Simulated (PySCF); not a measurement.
Highest harmonic wavenumber (cm⁻¹) of eight halogen compounds: PBE-D3(BJ) beside B3LYP-D3(BJ), computed with PySCF for isolated molecules in the bases named; differences from unrounded values. The eight are the first of their class met in an unordered collection, after screening for sound electronic states; none was chosen by its value. Each level has its own optimised geometry.

```
molecule                                                                          basis  B3LYP-D3(BJ)
-----------------------------------------------------------------------------  --------  ------------
C5H9F, SMILES [C@H]1(C)[C@@H](C1F)C                                            def2-SVP          3145
1-bromo-2-chlorocyclobutene (C4H4BrCl), SMILES ClC1=C(Br)CC1                   def2-SVP          3120
C4H4F2, SMILES C1C(F)(F)C=C1                                                   def2-SVP          3231
1-fluorocyclopropane-1-carbaldehyde (C4H5FO), SMILES C(=O)C1(CC1)F             def2-SVP          3242
methyl (Z)-2,3-difluoroprop-2-enoate (C₄H₄F₂O₂), SMILES COC(=O)/C(F)=C/F       def2-SVP          3243
1-[(1R,2R)-2-fluorocyclopropyl]ethanone (C₅H₇FO), SMILES CC(=O)[C@H]1C[C@H]1F  def2-SVP          3234
C₄H₄ClF, SMILES C=C(Cl)/C=C\F                                                  def2-SVP          3267
C5H7F, SMILES C[C@H]1C=C(F)C1                                                  def2-SVP          3228
```

Question: Estimate the PBE-D3(BJ) values and say how PBE-D3(BJ) differs from B3LYP-D3(BJ) over the set. (An estimate is asked for; the answer gives what the named calculation found.)

Answer: 
| molecule | PBE-D3(BJ) | difference |
|---|---|---|
| C5H9F, SMILES [C@H]1(C)[C@@H](C1F)C | 3079 | -66 |
| 1-bromo-2-chlorocyclobutene (C4H4BrCl), SMILES ClC1=C(Br)CC1 | 3057 | -63 |
| C4H4F2, SMILES C1C(F)(F)C=C1 | 3164 | -67 |
| 1-fluorocyclopropane-1-carbaldehyde (C4H5FO), SMILES C(=O)C1(CC1)F | 3180 | -62 |
| methyl (Z)-2,3-difluoroprop-2-enoate (C₄H₄F₂O₂), SMILES COC(=O)/C(F)=C/F | 3163 | -80 |
| 1-[(1R,2R)-2-fluorocyclopropyl]ethanone (C₅H₇FO), SMILES CC(=O)[C@H]1C[C@H]1F | 3168 | -65 |
| C₄H₄ClF, SMILES C=C(Cl)/C=C\F | 3208 | -60 |
| C5H7F, SMILES C[C@H]1C=C(F)C1 | 3165 | -64 |
PBE-D3(BJ) lies below B3LYP-D3(BJ) in 8 and above it in 0 of the eight; the mean signed difference is -66 and the largest -80 cm⁻¹.
